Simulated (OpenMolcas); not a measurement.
## 3d along the 19-electron sequence

```yaml
Program: OpenMolcas
Method: SS-RASPT2, IPEA 0.25 Eh, imaginary shift 0.1 Eh
Basis: ANO-RCC-VTZP
Scalar_Hamiltonian: DKH2, point nucleus
Spin-orbit_coupling: state interaction with AMFI integrals over the reference wave functions, term energies averaged over their components
```

Active space for each ion: 7 electrons in 8 orbitals (RAS1 3p, at most 2 holes; RAS2 3d); closed shells correlated by CASPT2: 3s.

Computed levels in cm-1 above 2D 3/2:

```
                               Level  Sc2+  Ti3+  V4+  Cr5+  Mn6+  Fe7+
                              2D 5/2   232   419  665   979  1387  1869
weight of 2D in the lowest level (%)   100   100  100   100   100   100
```

Measured, with the error of the calculation in %. Measured levels: Sc2+ from Sugar and Corliss, J. Phys. Chem. Ref. Data 9, 473 (1980); Ti3+ from Corliss and Sugar, J. Phys. Chem. Ref. Data 8, 1 (1979); V4+ from Sugar and Corliss, J. Phys. Chem. Ref. Data 7, 1191 (1978); Cr5+ from Sugar and Corliss, J. Phys. Chem. Ref. Data 6, 317 (1977); Mn6+ from Corliss and Sugar, J. Phys. Chem. Ref. Data 6, 1253 (1977); Fe7+ from Corliss and Sugar, J. Phys. Chem. Ref. Data 11, 135 (1982).

| Level | Sc2+ | Ti3+ | V4+ | Cr5+ | Mn6+ | Fe7+ |
| --- | --- | --- | --- | --- | --- | --- |
| 2D 5/2 | 198 (+17.5) | 382 (+9.5) | 625 (+6.4) | 940 (+4.2) | 1350 (+2.8) | 1836 (+1.8) |

The fine-structure level 2D 5/2 changes by a factor of 8.06 from Sc2+ to Fe7+. Its fourth root runs 3.90, 4.52, 5.08, 5.59, 6.10, 6.58, with steps per unit of Z of 0.62, 0.55, 0.52, 0.51, 0.47; equal steps would mean a (Z - σ)^4 law with constant σ.

CASPT2 breaks the degeneracy within a term, and the mean is taken; among the terms shown or strongly mixed into the levels shown the widest spread is 10 cm-1 (3d 2D, Fe7+). Active for correlation alone: 3p; no level in the range computed is led by a configuration that opens it, so any true level of that kind is missing. Measured partners are found by configuration, term and J. A level has none where our copy of the source lacks it or the pairing is in doubt (some pairs that miss far off the trend of their configuration count as doubtful), and it then counts in no deviation. Levels of configurations outside the active space are missing.
